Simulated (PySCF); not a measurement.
**Distorted geometries of [Er(H2O)]3+**

[Er(H2O)]3+ (singlet in the valence; each metal's 4f electrons, 11 of them, lie in its core potential, out of spins and levels). PySCF 2.14.0, RKS BP86, Er lcecp-1-SVP with ECP57, O def2-SVP, H def2-SVP; non-relativistic Hamiltonian with scalar-relativistic core potentials where named; density fitting; no spin-orbit coupling. Relaxed geometry:

```xyz
4

Er    0.0000    0.0000   -0.0656
O     0.0000    0.0000    2.0858
H     0.7917    0.0000    2.7263
H    -0.7917    0.0000    2.7263
```

Order these distorted geometries by energy above the relaxed one, lowest first.
A.
```xyz
4

Er    0.0210   -0.0048   -0.0635
O    -0.0348    0.0300    2.0063
H     0.7984    0.0119    2.7322
H    -0.7847   -0.0372    2.7978
```
B.
```xyz
4

Er   -0.0096   -0.0003    0.0927
O    -0.0720   -0.0500    1.9877
H     0.7828    0.0855    2.7849
H    -0.7012   -0.0352    2.6076
```
C.
```xyz
4

Er   -0.1502    0.0737   -0.0251
O     0.0824   -0.1258    1.9561
H     0.8336   -0.0058    2.7790
H    -0.7658    0.0580    2.7628
```

A (0.27 eV), C (0.76 eV), B (1.42 eV).

Which forces (eV/Å) act in the one that lies 0.76 eV up?


```
Er  -0.04 -0.03 -2.12
O   -0.91  1.46  6.59
H   -0.89 -0.62 -2.16
H    1.84 -0.81 -2.32
```
Forces carry noise of the integration grid, about 0.01 to 0.03 eV/Å.

No frequency check is given that shows the relaxed geometry to be a minimum. An lcecp potential fixes the number of 4f electrons, so in runs with it no electron can move into or out of that shell.
